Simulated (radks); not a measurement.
All-electron atom: Lu3.125+ in 1s(up 1, down 0.875) 2s2 2p6 3s2 3p6 3d10 4s2 4p6 4d10 4f14 5s2 5p6 (fractional occupations, a model configuration).

All-electron calculation, non-relativistic Kohn-Sham, TPSS, spin-polarised, spherical densities, point nucleus; meta-GGA in the generalised Kohn-Sham scheme; relativity is left out, which matters for an element this heavy. Program: a radial shooting solver on a logarithmic mesh with Libxc functionals.

Energy parts (hartree):
part                       energy
total                 -13584.8944
kinetic                13581.1683
electron-nucleus      -32359.6193
Hartree                 5475.9046
exchange-correlation    -282.3481

Orbitals (lengths in bohr, moments of r in powers of bohr; r(max) is where P^2 peaks):
| orbital | occ. | eigenvalue (hartree) | <1/r> | r(max) |
|---|---|---|---|---|
| 1s up | 1 | -2155.798 | 70.51 | 0.01415 |
| 1s down | 0.875 | -2154.730 | 70.50 | 0.01415 |
| 2s up | 1 | -352.0051 | 16.51 | 0.07712 |
| 2s down | 1 | -351.9441 | 16.51 | 0.07713 |
| 2p up | 3 | -336.9157 | 16.54 | 0.05991 |
| 2p down | 3 | -336.8633 | 16.54 | 0.05992 |
| 3s up | 1 | -79.97433 | 6.323 | 0.2125 |
| 3s down | 1 | -79.96177 | 6.322 | 0.2125 |
| 3p up | 3 | -73.00101 | 6.268 | 0.2004 |
| 3p down | 3 | -72.98909 | 6.267 | 0.2004 |
| 3d down | 5 | -59.96503 | 6.183 | 0.1588 |
| 3d up | 5 | -59.96500 | 6.183 | 0.1588 |
| 4s up | 1 | -16.30634 | 2.705 | 0.4807 |
| 4s down | 1 | -16.30339 | 2.704 | 0.4807 |
| 4p up | 3 | -13.43601 | 2.610 | 0.4827 |
| 4p down | 3 | -13.43330 | 2.609 | 0.4827 |
| 4d up | 5 | -8.23384 | 2.404 | 0.4821 |
| 4d down | 5 | -8.23384 | 2.404 | 0.4821 |
| 5s up | 1 | -2.91971 | 1.031 | 1.132 |
| 5s down | 1 | -2.91924 | 1.031 | 1.133 |
| 5p up | 3 | -2.13590 | 0.9186 | 1.229 |
| 5p down | 3 | -2.13555 | 0.9184 | 1.229 |
| 4f down | 7 | -1.61620 | 1.896 | 0.4596 |
| 4f up | 7 | -1.61620 | 1.896 | 0.4596 |

The highest occupied level is 4f up at -43.979 eV. The electron density at the nucleus is 2.421e+05 e/bohr^3.
